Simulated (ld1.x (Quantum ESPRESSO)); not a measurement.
What the settings do to the ultrasoft potential of S (Z = 16)

Base potential:

sulfur, ultrasoft, made with ld1.x (Quantum ESPRESSO) 7.5 (PBE, scalar-relativistic). Core [Ne], reference 3s2 3p4. Waves: 3s (bound): rcut 1.20, rcutus 1.65 bohr; 3s channel at 1.95 Ry: rcut 1.20, rcutus 1.65 bohr; 3p (bound): rcut 0.95, rcutus 1.10 bohr; 3p channel at -0.15 Ry: rcut 0.95, rcutus 1.10 bohr; 3d channel at 0.45 Ry: rcut 1.20, rcutus 1.65 bohr. Local part: all-electron potential smoothed inside 1.20 bohr (lloc = -1). Core correction: a·sin(br)/r model core, default radius (core density twice the valence density). Augmentation charge: PSQ, inside the norm-conserving radii.

All-electron outer shells of the reference configuration (PBE, scalar-relativistic, ld1.x):

```tsv
shell	level (eV)	outermost node (bohr)	outermost maximum (bohr)
2s	-211.71	0.13	0.39
2p	-156.51	–	0.33
3s	-17.26	0.60	1.40
3p	-7.01	0.58	1.61
```

Cutoffs, loose and tight: the cutoffs (Ry, on a coarse ladder) from which the occupation-weighted sum of valence levels, in a spherical-Bessel basis at the reference potential, stays within 10 and 1 mRy of its value at 400 Ry. They do not see the model core or the augmentation charge, which bear on the density cutoff. Test errors are all-electron minus pseudo excitation energies from the reference, over the configurations 3s2 3p3; 3s2 3p2; 3s2 3p1; 3s1 3p5; 3s2 3p3.5; 3s0 3p6; 3s2 3p4.3. A dash means not determined; rows that change the core or the reference have their own tests. The largest error is taken over the tests solved by every variant that gives reliable tests at all: 3s2 3p1; 3s2 3p2; 3s2 3p3.

A true bound ghost makes a file unfit for plane-wave use even where its test errors are small: the radial tests pick states by their node count and pass the ghost by.

The default core radius of the base comes out at 0.87 bohr.

| change | outcome | cutoff, loose | cutoff, tight | bound ghosts | largest test error (meV) |
| --- | --- | --- | --- | --- | --- |
| base | generated | 45 Ry | 50 Ry | p | +3.5 |
| fully relativistic; added wave 3d channel at 2.7 Ry: rcut 1.20, rcutus 1.65 bohr | generated | 45 Ry | 50 Ry | p3/2, p1/2 | +6.5 |
| waves 3p (bound): rcut 0.95, rcutus 1.46 bohr; 3p channel at -0.15 Ry: rcut 0.95, rcutus 1.46 bohr | generated | 15 Ry | 30 Ry | none | +6.4 |
| wave 3s channel at 1.95 Ry: rcut 1.20, rcutus 1.65 bohr becomes 3s channel at 1.06 Ry: rcut 1.20, rcutus 1.65 bohr | generated | 45 Ry | 50 Ry | p | +3.9 |
| wave 3d channel at 0.45 Ry: rcut 1.20, rcutus 1.65 bohr becomes 3d channel at 0.45 Ry: rcut 1.20, rcutus 2.06 bohr | generated | 45 Ry | 50 Ry | p | +3.5 |
| local potential all-electron potential smoothed inside 1.86 bohr (lloc = -1) | generated | 40 Ry | 50 Ry | none | +3.7 |
| augmentation built from norm-conserving waves at rcut, not smoothed further | generated | 45 Ry | 50 Ry | p | +14 |
| all radii but the core radius scaled by about 1.09 (s 1.80, p 1.20, d 1.80 bohr, rcut 1.32/1.04/1.32); local potential all-electron potential smoothed inside 1.32 bohr (lloc = -1) | generated | 25 Ry | 40 Ry | none | -1.1 |
| core correction a·sin(br)/r model core inside 0.80 bohr | generated | 45 Ry | 50 Ry | p | -11 |
| waves 3s (bound): rcut 1.18, rcutus 1.26 bohr; 3s channel at 1.95 Ry: rcut 1.18, rcutus 1.26 bohr | generated | 45 Ry | 55 Ry | p | +6.9 |
| reference 3s1.75 3p4.25; added wave 3d channel at 1.35 Ry: rcut 1.20, rcutus 1.65 bohr | generated | 45 Ry | 50 Ry | p | +24 |
| local potential all-electron potential smoothed inside 0.85 bohr (lloc = -1) | generated | 45 Ry | 50 Ry | p | +4.0 |
| type TM; waves now 3s (bound): rc 1.65 bohr; 3d channel at 0.45 Ry: rc 1.65 bohr; 3p (bound): rc 1.10 bohr; local potential the p channel | generated | 90 Ry | 160 Ry | none | +93 |
